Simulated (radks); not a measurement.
Al I, 13 electrons, occupied as [Ne] 3s2 3p1 (the NIST ground configuration). Calculated with a radial shooting solver on a logarithmic mesh with Libxc functionals: scalar-relativistic Kohn-Sham, PBE, spin-polarised, spherical densities, point nucleus; open shells are filled with parallel spins first.

Normalised radial functions P(r) = r R(r), r in bohr:

| r | 2p up | 3s down |
|---|---|---|
| 0.01392 | 0.0124 | 0.0715 |
| 0.02043 | 0.0255 | 0.0958 |
| 0.03 | 0.0515 | 0.1227 |
| 0.04404 | 0.1013 | 0.1462 |
| 0.06466 | 0.1919 | 0.1542 |
| 0.09492 | 0.3443 | 0.1277 |
| 0.1394 | 0.5730 | 0.0468 |
| 0.2046 | 0.8603 | -0.0902 |
| 0.3004 | 1.1273 | -0.2387 |
| 0.441 | 1.2334 | -0.2971 |
| 0.6475 | 1.0701 | -0.1616 |
| 0.9506 | 0.6921 | 0.1636 |
| 1.396 | 0.3048 | 0.5161 |
| 2.049 | 0.0810 | 0.6757 |
| 3.008 | 0.0105 | 0.5369 |
| 4.416 | 0.0005 | 0.2582 |
| 6.484 | 0.0000 | 0.0678 |
| 9.519 | 0.0000 | 0.0079 |

2p up: eigenvalue -69.592 eV, 0 radial nodes, <r> = 0.603 bohr, 90 % of the charge inside 1.02 bohr. 3s down: eigenvalue -7.282 eV, 2 radial nodes at r = 0.161, 0.799 bohr, <r> = 2.53 bohr, 90 % of the charge inside 3.90 bohr.
